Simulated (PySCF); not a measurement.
## Magnesium: a sound run and one with changed settings

Sound run: Mg²⁺ [Ne], Mg³⁺ [He] 2s2 2p5. Computed with PySCF 2.14 in cc-pVDZ-DK (4s3p1d, 18 functions), with the spin-free X2C one-electron Hamiltonian (Gaussian nucleus). The sound run starts from symmetry-adapted Hartree-Fock orbitals and uses a fine grid where one is needed.

Changed run: 26 angular points. This setting is unsound on purpose.

| species | method | sound run (hartree) | changed run (hartree) | converged |
| --- | --- | --- | --- | --- |
| Mg²⁺ | UHF | -199.12893 | -199.12893 | yes |
| Mg²⁺ | PBE0 | -199.43258 | -199.43258 | yes |
| Mg²⁺ | M06-2X | -199.52045 | -199.52045 | yes |
| Mg³⁺ | UHF | -196.15079 | -196.15079 | yes |
| Mg³⁺ | PBE0 | -196.40153 | -196.40089 | yes |
| Mg³⁺ | M06-2X | -196.48890 | -196.49284 | yes |

Ionisation energy of Mg²⁺:

| method | sound run (eV) | changed run (eV) |
| --- | --- | --- |
| UHF | 81.039 | 81.039 |
| PBE0 | 82.479 | 82.497 |
| M06-2X | 82.492 | 82.385 |

A coarse angular grid integrates products of high-l functions wrongly, so density functionals can shift, and the SCF can exploit the error; Hartree-Fock and MP2 need no grid.

For comparison, NIST gives 80.144 eV between the lowest levels.
